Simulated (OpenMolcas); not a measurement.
Se2+: the spin-orbit constant, worked from levels

```json
{"Program": "OpenMolcas", "Basis": "ANO-RCC-VTZP [6s5p3d1f]", "Scalar Hamiltonian": "DKH2, point nucleus", "Active space": "4 electrons in 4 orbitals (4s 4p)", "State averaging": "2S+1 = 3 even, 6 roots; 2S+1 = 1 even, 11 roots; 2S+1 = 5 odd, 1 root; 2S+1 = 3 odd, 9 roots; 2S+1 = 1 odd, 8 roots", "Spin-orbit coupling": "RASSI with atomic mean-field integrals over the reference wave functions, term energies averaged over their components"}
```

Methods: CASSCF; MS-CASPT2, IPEA 0.25 Eh, imaginary shift 0.1 Eh (closed shells correlated: 3d). Measured levels: Moore, Atomic Energy Levels, vol. II, NSRDS-NBS 35 (1971 reprint of NBS Circular 467, 1952).

**The spin-orbit constant.** For the Hund term ³P of p2, E(J) = (A/2) J(J+1) + constant and ζ = 2S·A = 2A. From J = 0 to J = 2 the energy changes by 3 A.

| Source | E(2) - E(0) | A | ζ |
| --- | --- | --- | --- |
| CASSCF | 3626.5 | 1208.8 | 2418 |
| MS-CASPT2 | 3569.5 | 1189.8 | 2380 |
| measured | 3937.0 | 1312.3 | 2625 |

All in cm-1. MS-CASPT2 is off by -9.3 % and CASSCF by -7.9 %. Both methods take the spin-orbit matrix elements from the reference wave functions, so the second can move ζ only through the term energies and any multistate remixing. Second-order mixing with other terms is absorbed into this ζ.

Over all roots computed the reference weight is 0.86 to 0.98 in MS-CASPT2; the roots of lowest weight are the least certain, and an intruder state may touch them. Measured partners are found by configuration, term and J. A level has none where our copy of the source lacks it or the pairing is in doubt (some pairs that miss far off the trend of their configuration count as doubtful), and it then counts in no deviation. Levels of configurations outside the active space are missing.
